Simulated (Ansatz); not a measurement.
Born–Oppenheimer molecular dynamics of CH3AlCl2 (7 atoms, charge 0, multiplicity 1). It starts from a relaxed structure.

Method: RKS B3LYP/def2-SVP in Ansatz.

| Property | Result |
| --- | --- |
| ensemble | NVE (velocity Verlet) |
| time step | 0.5 fs |
| steps asked | 150 |
| starting velocities drawn for | 200 K |
| masses | H 2.014 u |
| seed | 270020 |

First frame:

```xyz
7
Properties=species:S:1:pos:R:3
C -0.175 0.938 -0.167
Al 0.178 -0.943 0.143
Cl 1.805 -1.579 1.323
Cl -1.036 -2.457 -0.677
H -1.062 1.089 -0.801
H -0.338 1.465 0.788
H 0.689 1.419 -0.656
```

Problem. How far do the bonds stretch over the last three quarters of this one trajectory? (Pairs bonded in most of those frames.)

Solution. 
```json
{"bond": "C1–Al2", "mean (Å)": "1.942", "spread (Å)": "0.009", "shortest": "1.93", "longest": "1.96"}
{"bond": "C1–H5", "mean (Å)": "1.103", "spread (Å)": "0.015", "shortest": "1.08", "longest": "1.13"}
{"bond": "C1–H6", "mean (Å)": "1.104", "spread (Å)": "0.019", "shortest": "1.07", "longest": "1.13"}
{"bond": "C1–H7", "mean (Å)": "1.105", "spread (Å)": "0.004", "shortest": "1.10", "longest": "1.11"}
{"bond": "Al2–Cl3", "mean (Å)": "2.110", "spread (Å)": "0.029", "shortest": "2.07", "longest": "2.15"}
{"bond": "Al2–Cl4", "mean (Å)": "2.114", "spread (Å)": "0.036", "shortest": "2.06", "longest": "2.16"}
```

Mean temperature of the second half: 86 K. The conserved energy stayed within 0.048 meV per atom of its start (net change 0.045 meV per atom), so the integration is sound. Over the second half the temperature averaged 0.43 of the 200 K drawn at the start: a run that starts near a minimum puts about half its kinetic energy into the potential. A run of 0.075 ps of so small a system gives no equilibrium averages.

The run took 3.9 min on 1 thread of AMD EPYC 7B13 (Zen 3), with other jobs on the host, peak memory 0.17 GiB.
